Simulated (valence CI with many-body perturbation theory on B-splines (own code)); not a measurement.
Pb LII: fill in the table

Computed by valence CI with perturbative core correlation (CI+MBPT): three valence electrons over a frozen Dirac-Fock core [Ar] 3d10, radial functions for each j: 11 s, 11 p, 9 d, 7 f, 5 g, 2 h, 1 i, with the one-electron correlation potential Σ1, the two-electron term Σ2, the three-electron term Σ3, Breit, model QED; selected CI, second order for the rest (own B-spline code, finite nucleus).

No measured spectrum was set against this ion. As an estimate, large intervals hold to a few tenths of a per cent, small ones and those within an open d or f shell to about a per cent.

```tsv
Level	E (× 10³ cm⁻¹)
(4s^2 4p1/2) J=1/2	0.00
(4s 4p1/2^2) J=1/2	952.72
(4s^2 4p3/2) J=3/2	1370.9
(4s 4p1/2 4p3/2) J=3/2 [a]	?
(4s 4p1/2 4p3/2) J=5/2	2275.3
(4s 4p1/2 4p3/2) J=3/2 [b]	2386.0
(4s 4p1/2 4p3/2) J=1/2	?
(4s^2 4d3/2) J=3/2	?
(4s^2 4d5/2) J=5/2	?
(4p1/2^2 4p3/2) J=3/2	3335.8
(4s 4p3/2^2) J=5/2	3624.2
(4s 4p1/2 4d3/2) J=3/2 [a]	?
(4s 4p1/2 4d3/2) J=5/2	3727.8
(4s 4p3/2^2) J=1/2	3774.4
(4s 4p3/2^2) J=3/2	3805.6
(4s 4p1/2 4d3/2) J=1/2	3849.2
(4s 4p1/2 4d3/2) J=3/2 [b]	3865.2
(4s 4p1/2 4d5/2) J=5/2 [a]	4020.1
(4s 4p1/2 4d5/2) J=7/2	4074.9
(4s 4p1/2 4d5/2) J=5/2 [b]	?
```

Levels are named by their leading jj configuration (3d3/2^4 stands for four electrons in 3d with j = 3/2), which in mixed levels can hold well under half, so a name can repeat and another be missing. Letters in brackets count levels of one name in rising energy.

Q: The levels stand in rising order. What does the calculation give for the missing energies?

A: (4s 4p1/2 4p3/2) J=3/2 [a] 2195.0; (4s 4p1/2 4p3/2) J=1/2 2405.2; (4s^2 4d3/2) J=3/2 2905.6; (4s^2 4d5/2) J=5/2 3175.0; (4s 4p1/2 4d3/2) J=3/2 [a] 3655.7; (4s 4p1/2 4d5/2) J=5/2 [b] 4130.4.
